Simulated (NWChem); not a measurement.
Species: GeH₂SO, singlet; SMILES [OH][Ge][SH]

```xyz
5

Ge    -0.4306    -0.5444     0.0000
O      1.1967    -1.2693     0.0000
H      1.9534    -0.6699     0.0000
S      0.2071     1.6340     0.0000
H     -1.0611     2.0993     0.0000
```
Atoms are numbered in this order, from 1.

Results from NWChem. Medium grid unless said otherwise, to which SCAN and Minnesota functionals are sensitive. Low-valent species are run as closed-shell singlets; no triplet was tried in these runs. The geometry was optimised at PBE0/def2-SVP. Total energies of different functionals are on different scales.

```tsv
level	energy (Ha)	highest occupied level (eV)	orbital gap (eV)	dipole (D)
B3LYP/def2-SVP	-2551.2884	-7.01	5.01	0.86
PBE/def2-SVP	-2550.6634	-6.16	3.63	0.76
CAM-B3LYP/def2-SVP	-2551.3266	-8.44	7.66	0.87
MN15/def2-SVP	-2551.2924	-7.77	6.34	0.83
SCAN/def2-SVP	-2551.4102	-6.48	3.90	0.83
PBE0/def2-SVP	-2550.7435	-7.25	5.40	0.88
BP86/def2-SVP	-2551.5392	-6.28	3.63	0.76
LC-BLYP (range parameter 0.33 per bohr)/def2-SVP	-2550.5640	…	…	0.80
B97-2/def2-SVP	-2551.7670	-7.05	5.15	0.87
```

Q: What belongs in the gaps?

A: 
- LC-BLYP (range parameter 0.33 per bohr)/def2-SVP, highest occupied level (eV): -9.32
- LC-BLYP (range parameter 0.33 per bohr)/def2-SVP, orbital gap (eV): 9.48
